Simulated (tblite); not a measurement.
Species: C₃H₇F₂Si (doublet state).
Atom-mapped SMILES: `[CH2:1][C@H:2]([F:3])[CH2:4][SiH2:5][F:6]` (hydrogens: H7, H8 on C1; H9 on C2; H10, H11 on C4; H12, H13 on Si5)

Cartesian coordinates in Å at the GFN2-xTB level; atoms count from 1:
```
atom  x, y, z in Å
C1    -1.7174   -0.3115   -0.4355
C2    -0.9636    0.3450    0.6357
F3    -0.8758    1.7052    0.3877
C4     0.4619   -0.2090    0.8018
Si5    1.5165    0.0767   -0.7552
F6     2.9597   -0.5595   -0.4097
H7    -2.0278    0.2483   -1.2930
H8    -1.9699   -1.3475   -0.3443
H9    -1.4908    0.2606    1.6044
H10    0.9212    0.2756    1.6657
H11    0.3844   -1.2716    1.0320
H12    1.0310   -0.6944   -1.8904
H13    1.7664    1.4825   -1.0169
```

All values are computed: GFN2-xTB (tblite) harmonic vibrations without scaling, gas phase. The method is semi-empirical: single wavenumbers can be off by several per cent or more. Modes of hydrogen on silicon can be 10 to 20 % off. One conformer, not necessarily the lowest. Open shells enter through the occupations alone, without spin polarisation, and single modes of such species can be off by tens of per cent.

Harmonic wavenumbers (cm⁻¹): 33.5, 73.6, 132.4, 147.0, 189.3, 319.2, 404.6, 418.3, 472.4, 564.4, 568.5, 718.9, 727.2, 758.7, 787.7, 813.2, 854.6, 944.6, 1032.6, 1101.4, 1156.6, 1178.6, 1273.9, 1278.9, 1364.2, 1449.8, 2325.5, 2368.5, 2781.4, 2974.3, 2997.4, 3157.0, 3213.3.

A = 5756, B = 1456, C = 1392 MHz; mass 109.029 u (most abundant isotopes); point group C1, symmetry number 1; spin multiplicity 2.

Task: Zero-point energy?

Result: Half the sum of the wavenumbers: 19291 cm⁻¹ = 55.16 kcal/mol.

Task: Give the ideal-gas entropy at 298.15 K and 1 bar in the rigid-rotor, harmonic-oscillator model (classical rotation).

Result: Translation 40.00, rotation 27.71, vibration 24.27, spin (R ln 2) 1.38: S = 93.4 cal/(mol K).

Task: And Cp and H(298.15 K) − H(0)?

Result: Cp = 31.84 cal/(mol K), of which vibrations give 23.89 (their classical limit is 33 R = 65.6); H(298.15 K) − H(0) = 6.04 kcal/mol without the zero-point energy, 3.67 from vibrations.

Task: Which modes carry the vibrational entropy at 298.15 K?

Result: 33.5 cm⁻¹: 5.61; 73.6 cm⁻¹: 4.05; 132.4 cm⁻¹: 2.91; 147.0 cm⁻¹: 2.71; 189.3 cm⁻¹: 2.23; 319.2 cm⁻¹: 1.31 cal/(mol K); the other 27 give 5.43 together.

Task: What must be added to the electronic energy to get the Gibbs energy at 298.15 K and 1 bar?

Result: ZPE + [H(298.15 K) − H(0)] − T·S = 55.16 + 6.04 − 27.84 = 33.36 kcal/mol.

Hindered rotation and anharmonicity are outside this model. Other conformers, if any are populated, would add a mixing term that is left out. The structure is chiral; the term R ln 2 for an equal mix with its mirror image is left out.
